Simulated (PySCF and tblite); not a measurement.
Values are calculated unless marked as measured or tabulated.
# Barrier and rate of a pyramidal inversion

System: C7H11N, numbered as in [CH2:1]=[CH:2][CH2:3][C:4]1=[CH:5][CH2:6][N:7]1[CH3:8].

Motion: pyramidal inversion at N7. The path came from a restrained scan, a climbing-image band and a saddle search at GFN2-xTB; energies are PBE0/pcSseg-1 + D3(BJ)//GFN2-xTB, thermal terms GFN2-xTB. Rate constants are transition-state-theory values, counting equivalent paths, without tunnelling. (PySCF 2.14 with density fitting, tblite 0.8.)

```
 point  symmetry  E(GFN2) kcal/mol  E(DFT) kcal/mol  ZPE change kcal/mol  lowest mode cm⁻¹  dipole D
 start        C1               0.0              0.0                 0.00                40      0.73
saddle        C1               3.5              5.0                -0.70              226i      1.05
   end        C1               0.2             -0.3                -0.06                36      0.75
```

* Electronic barrier: 5.0 kcal/mol
* Barrier with zero-point energy: 4.3 kcal/mol
* ΔH‡ (298 K): 4.1 kcal/mol
* ΔS‡ (298 K, symmetry apart): -0.6 cal/(mol K)
* Paths: 1 equivalent path
* End point: a different minimum
* Mean lifetime of the start against this motion at 298 K: 230 ps
* Cost: 3 min on 1 thread of Intel Xeon @ 2.70GHz (shared host) (rough), peak memory 0.92 GiB, launched as `OMP_NUM_THREADS=1 python ens_run.py task.json out`

| T/K | ΔG‡ kcal/mol | k s⁻¹ | ΔG kcal/mol | k back s⁻¹ |
| --- | --- | --- | --- | --- |
| 150 | 4.2 | 2.3×10⁶ | -0.4 | 6.7×10⁵ |
| 200 | 4.2 | 1×10⁸ | -0.4 | 4×10⁷ |
| 250 | 4.2 | 1×10⁹ | -0.4 | 4.6×10⁸ |
| 298 | 4.3 | 4.4×10⁹ | -0.4 | 2.3×10⁹ |
| 350 | 4.4 | 1.4×10¹⁰ | -0.4 | 7.8×10⁹ |
| 400 | 4.4 | 3.1×10¹⁰ | -0.4 | 1.9×10¹⁰ |
| 500 | 4.6 | 9.9×10¹⁰ | -0.4 | 6.4×10¹⁰ |

ΔG and ΔG‡ leave out symmetry numbers and mirror images; rates count paths: 1 out, 1 back.
